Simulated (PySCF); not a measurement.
PySCF input (M06-2X/6-31G* with LANL2DZ past Ar (5d)):

```python
from pyscf import gto, dft

mol = gto.M(
    atom='''
    C    -2.05396500   -2.40568400    0.60494700
    C    -1.21722600   -1.42566200    0.35850500
    B    -0.32506800   -0.38073300    0.09574100
    Br   -0.79595000    1.55572500    0.36912300
    Br    1.54229300   -0.68157900   -0.58894000
    H    -2.12580400   -2.89841200    1.58025400
    H    -2.74370900   -2.80495300   -0.14605200
    ''',
    basis={'default': '6-31g*', 'Br': 'lanl2dz'},
    ecp={'Br': 'lanl2dz'},
    charge=-1,
    spin=0,
    verbose=4,
)

mf = dft.RKS(mol, xc='m062x')
mf.grids.level = 4
mf.conv_tol = 1e-9
mf.max_cycle = 100
mf.max_memory = 1500
mf.kernel()
if not mf.converged:
    mf = mf.newton()
    mf.kernel(mf.make_rdm1())
mf.dip_moment()
```

Output:

```
PySCF version 2.14.0

[INPUT] verbose = 4
[INPUT] num. atoms = 7
[INPUT] num. electrons = 34
[INPUT] charge = -1
[INPUT] spin (= nelec alpha-beta = 2S) = 0
[INPUT] symmetry False subgroup None
[INPUT] Mole.unit = angstrom
[INPUT] Symbol           X                Y                Z      unit          X                Y                Z       unit  Magmom
[INPUT]  1 C     -2.053965000000  -2.405684000000   0.604947000000 AA   -3.881431319442  -4.546083902248   1.143184149877 Bohr   0.0
[INPUT]  2 C     -1.217226000000  -1.425662000000   0.358505000000 AA   -2.300223771700  -2.694110726200   0.677476264287 Bohr   0.0
[INPUT]  3 B     -0.325068000000  -0.380733000000   0.095741000000 AA   -0.614289491860  -0.719481096584   0.180924268892 Bohr   0.0
[INPUT]  4 Br    -0.795950000000   1.555725000000   0.369123000000 AA   -1.504127508848   2.939894175139   0.697541376278 Bohr   0.0
[INPUT]  5 Br     1.542293000000  -0.681579000000  -0.588940000000 AA    2.914511373834  -1.287997642255  -1.112935303801 Bohr   0.0
[INPUT]  6 H     -2.125804000000  -2.898412000000   1.580254000000 AA   -4.017187354505  -5.477204876153   2.986247267248 Bohr   0.0
[INPUT]  7 H     -2.743709000000  -2.804953000000  -0.146052000000 AA   -5.184858575504  -5.300592962277  -0.275998279945 Bohr   0.0

nuclear repulsion = 96.9737486250399
number of shells = 30
number of NR pGTOs = 113
number of NR cGTOs = 62
basis = {'default': '6-31g*', 'Br': 'lanl2dz'}
ecp = {'Br': 'lanl2dz'}

******** <class 'pyscf.dft.rks.RKS'> ********
method = RKS
initial guess = minao
damping factor = 0
level_shift factor = 0
DIIS = <class 'pyscf.scf.diis.CDIIS'>
diis_start_cycle = 1
diis_space = 8
diis_damp = 0
SCF conv_tol = 1e-09
SCF conv_tol_grad = None
SCF max_cycles = 100
direct_scf = True
direct_scf_tol = 1e-13
XC library pyscf.dft.libxc version 7.1.2
    S. Lehtola, C. Steigemann, M. J. T. Oliveira, and M. A. L. Marques,  SoftwareX 7, 1–5 (2018)
XC functionals = m062x
    Y. Zhao and D. G. Truhlar,  Theor. Chem. Acc. 120, 215 (2008)
    Y. Zhao and D. G. Truhlar,  Theor. Chem. Acc. 120, 215 (2008)
radial grids:
    Treutler-Ahlrichs [JCP 102, 346 (1995); DOI:10.1063/1.469408] (M4) radial grids

becke partition: Becke, JCP 88, 2547 (1988); DOI:10.1063/1.454033
pruning grids: <function nwchem_prune>
grids dens level: 4
symmetrized grids: False
atomic radii adjust function: <function treutler_atomic_radii_adjust>
small_rho_cutoff = 0
Set gradient conv threshold to 3.16228e-05
Initial guess from minao.
tot grids = 177112
init E= -107.091830514302
  HOMO = -0.0330405908504385  LUMO = -0.00626247361729959  gap/eV = 0.72867
cycle= 1 E= -127.474230764337  delta_E= -20.4  |g|= 1.68  |ddm|= 5.99
  HOMO = 0.1735658636201  LUMO = 0.188179508157917  gap/eV = 0.39766
cycle= 2 E= -125.646296102185  delta_E= 1.83  |g|= 2.13  |ddm|= 14.2
  HOMO = -0.091492510790582  LUMO = 0.105835503625599  gap/eV = 5.36957
cycle= 3 E= -128.270733479839  delta_E= -2.62  |g|= 0.866  |ddm|= 13.7
  HOMO = -0.0900629297456614  LUMO = 0.15860074651858  gap/eV = 6.76648
cycle= 4 E= -128.500135290853  delta_E= -0.229  |g|= 0.262  |ddm|= 1.01
  HOMO = -0.0502291208965477  LUMO = 0.207002343378507  gap/eV = 6.99962
cycle= 5 E= -128.51900435712  delta_E= -0.0189  |g|= 0.15  |ddm|= 0.431
  HOMO = -0.0604751694268426  LUMO = 0.207514941532045  gap/eV = 7.29238
cycle= 6 E= -128.525725306328  delta_E= -0.00672  |g|= 0.0392  |ddm|= 0.148
  HOMO = -0.061770340328211  LUMO = 0.205037889316449  gap/eV = 7.26022
cycle= 7 E= -128.526352910229  delta_E= -0.000628  |g|= 0.00711  |ddm|= 0.0633
  HOMO = -0.0600211963363559  LUMO = 0.206350931104234  gap/eV = 7.24835
cycle= 8 E= -128.526371928965  delta_E= -1.9e-05  |g|= 0.0016  |ddm|= 0.0146
  HOMO = -0.0602362154853804  LUMO = 0.206047404252386  gap/eV = 7.24595
cycle= 9 E= -128.526372850555  delta_E= -9.22e-07  |g|= 0.000518  |ddm|= 0.00339
  HOMO = -0.0602465389527573  LUMO = 0.206031765583191  gap/eV = 7.24580
cycle= 10 E= -128.526372936527  delta_E= -8.6e-08  |g|= 0.000127  |ddm|= 0.000837
  HOMO = -0.0602542954882725  LUMO = 0.206029337674492  gap/eV = 7.24595
cycle= 11 E= -128.526372941668  delta_E= -5.14e-09  |g|= 1.36e-05  |ddm|= 0.00025
  HOMO = -0.0602544724570269  LUMO = 0.206028538255136  gap/eV = 7.24593
cycle= 12 E= -128.526372941736  delta_E= -6.76e-11  |g|= 1.5e-06  |ddm|= 2.81e-05
  HOMO = -0.0602545227732456  LUMO = 0.206028721904241  gap/eV = 7.24594
Extra cycle  E= -128.526372941736  delta_E= -3.98e-13  |g|= 1.13e-06  |ddm|= 5.16e-06
converged SCF energy = -128.526372941736

WARN: System has nonzero charge -1; the dipole moment is origin-dependent.
Location of origin: [0. 0. 0.]

Dipole moment(X, Y, Z, Debye):  1.07516,  1.25926, -0.31666
```

The dipole moment of an ion depends on the origin.

The geometry given is a B3LYP-D3(BJ)/def2-TZVP minimum.
